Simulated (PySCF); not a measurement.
Species: C2H7ClOSi.
Bonds: C1–C2, C2–O3, O3–Si4, Si4–Cl5. Hydrogens: H6, H7, H8 on C1; H9, H10 on C2; H11, H12 on Si4.

Method: PySCF 2.14.0, PBE0-D3(BJ)/def2-SVP geometry optimisation, gas phase; density fitting, grid level 1; the optimiser is geomeTRIC in internal coordinates, started from a GFN2-xTB structure with every atom displaced at random (about 0.01 Å).

Step 0: E = -24615.9436 eV
```
atom  x, y, z in Å  |  force x, y, z in eV/Å
C1     -0.0697   -0.8599    0.6742   -0.423   1.205  -0.733
C2      1.1979   -1.1805   -0.0533    0.275  -0.029   0.498
O3      2.1820   -0.2653    0.3178    0.652   0.421   0.169
Si4     3.8386   -0.2874    0.1846   -1.927   0.246   0.189
Cl5     4.5388   -2.0437    0.8756    0.524  -0.990   0.438
H6     -0.8783   -1.5196    0.3666   -0.297  -0.331  -0.036
H7      0.0633   -0.9068    1.7454    0.104  -0.133   0.658
H8     -0.3787    0.1861    0.4219    0.112  -0.523   0.179
H9      1.5202   -2.1895    0.2187    0.125  -0.477  -0.132
H10     1.0599   -1.1195   -1.1269   -0.224  -0.198  -0.736
H11     4.1471    0.8179    1.0574    0.671   0.617   0.366
H12     4.2631   -0.1904   -1.1902    0.408   0.192  -0.859
```

Step 1: E = -24616.1187 eV
```
atom  x, y, z in Å  |  force x, y, z in eV/Å
C1     -0.1017   -0.8565    0.6588    0.025  -0.010   0.159
C2      1.1979   -1.1672   -0.0433   -0.070  -0.015  -0.141
O3      2.1661   -0.2144    0.3418    0.001   0.014   0.049
Si4     3.8030   -0.2601    0.2002    0.131  -0.438   0.004
Cl5     4.5176   -2.0980    0.9155   -0.151   0.372  -0.159
H6     -0.8886   -1.5671    0.3688    0.005  -0.056  -0.019
H7      0.0325   -0.9081    1.7523   -0.022  -0.002  -0.091
H8     -0.4443    0.1560    0.4069    0.000   0.067  -0.020
H9      1.5382   -2.1880    0.2107    0.049   0.048   0.013
H10     1.0514   -1.1380   -1.1428    0.081   0.023   0.105
H11     4.3512    0.8272    1.0387   -0.012   0.039   0.049
H12     4.2607   -0.1445   -1.2158   -0.036  -0.042   0.052
```

Step 2: E = -24616.1274 eV
```
atom  x, y, z in Å  |  force x, y, z in eV/Å
C1     -0.1040   -0.8597    0.6589    0.007   0.018   0.003
C2      1.2040   -1.1544   -0.0349    0.007  -0.051  -0.072
O3      2.1663   -0.2003    0.3548   -0.036   0.117   0.111
Si4     3.7995   -0.2648    0.1977    0.118  -0.221   0.032
Cl5     4.4930   -2.0985    0.9052   -0.062   0.177  -0.074
H6     -0.8755   -1.5839    0.3575    0.007  -0.006  -0.003
H7      0.0190   -0.9130    1.7509    0.001  -0.005  -0.008
H8     -0.4559    0.1513    0.4041    0.004  -0.009  -0.001
H9      1.5599   -2.1688    0.2204   -0.019  -0.013   0.008
H10     1.0756   -1.1223   -1.1332   -0.010  -0.003   0.006
H11     4.3622    0.8220    1.0322   -0.009   0.006   0.001
H12     4.2398   -0.1662   -1.2216   -0.008  -0.010  -0.003
```

Step 3: E = -24616.1308 eV
```
atom  x, y, z in Å  |  force x, y, z in eV/Å
C1     -0.1050   -0.8617    0.6558   -0.011   0.014  -0.038
C2      1.2105   -1.1461   -0.0259    0.036  -0.027  -0.023
O3      2.1666   -0.1885    0.3766   -0.065   0.058   0.090
Si4     3.7983   -0.2690    0.1987    0.052  -0.014  -0.011
Cl5     4.4839   -2.0949    0.8967    0.013  -0.015   0.010
H6     -0.8653   -1.5928    0.3419   -0.003   0.013   0.007
H7      0.0063   -0.9193    1.7478    0.004  -0.002   0.027
H8     -0.4612    0.1476    0.3996   -0.003  -0.017   0.007
H9      1.5671   -2.1603    0.2298   -0.012  -0.009   0.000
H10     1.0917   -1.1101   -1.1241   -0.010  -0.005  -0.032
H11     4.3759    0.8192    1.0225   -0.003  -0.004  -0.016
H12     4.2154   -0.1828   -1.2274    0.002   0.009  -0.020
```

**Question.** Estimate the geometry and energy of step 4. (The exact step hangs on the optimiser's Hessian estimate; all steps are aligned on step 3, rigid shifts and turns removed.)

**Answer.** E = -24616.1322 eV, largest force 0.084 eV/Å
```
atom  x, y, z in Å  |  force x, y, z in eV/Å
C1     -0.1072   -0.8627    0.6525   -0.002   0.000  -0.027
C2      1.2146   -1.1423   -0.0195    0.019   0.003  -0.017
O3      2.1667   -0.1848    0.3971   -0.029   0.003   0.064
Si4     3.7980   -0.2728    0.2001   -0.006   0.073  -0.039
Cl5     4.4898   -2.0925    0.8961    0.029  -0.073   0.032
H6     -0.8637   -1.5935    0.3292   -0.004   0.009   0.006
H7     -0.0051   -0.9255    1.7455    0.004   0.000   0.015
H8     -0.4637    0.1466    0.3982   -0.001  -0.006   0.004
H9      1.5692   -2.1580    0.2337   -0.009  -0.004   0.001
H10     1.1044   -1.1005   -1.1189   -0.004  -0.005  -0.019
H11     4.3860    0.8194    1.0107    0.002  -0.004  -0.011
H12     4.1952   -0.1920   -1.2327    0.000   0.003  -0.010
```

The energy changes by -0.0014 eV. The first-order estimate −F·Δx gives -0.0017 eV and the mean of the old and new forces, exact on a quadratic surface, -0.0013 eV. The step makes an angle of 76° with the force vector and moves no atom by more than 0.023 Å.

What follows is the cost of the whole optimisation. Time: 37 s wall; peak memory 0.45 GiB. Hardware: one thread, Arm Neoverse V2 (aarch64), no GPU (shared host).
